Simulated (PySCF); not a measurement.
## Correlation energy of Mn (manganese, neutral)

[Ar] 3d7, high-spin 4F determinant (an excited configuration). All numbers are calculated (PySCF 2.14, the spin-free X2C one-electron Hamiltonian (Gaussian nucleus), in aug-cc-pVTZ-DK). Frozen: [Ar]; 7 electrons correlated.

```
  level  correlation energy (mhartree)
   CCSD                        -222.94
    (T)                         -14.12
CCSD(T)                        -237.06
```

Diagnostics: T1 = 0.086, D1 = 0.1661, largest double amplitude 0.049.

T1 exceeds 0.03, a sign that the reference determinant is poor.

Cost of the coupled-cluster step: roughly 50 core-seconds, for 7 correlated electrons.
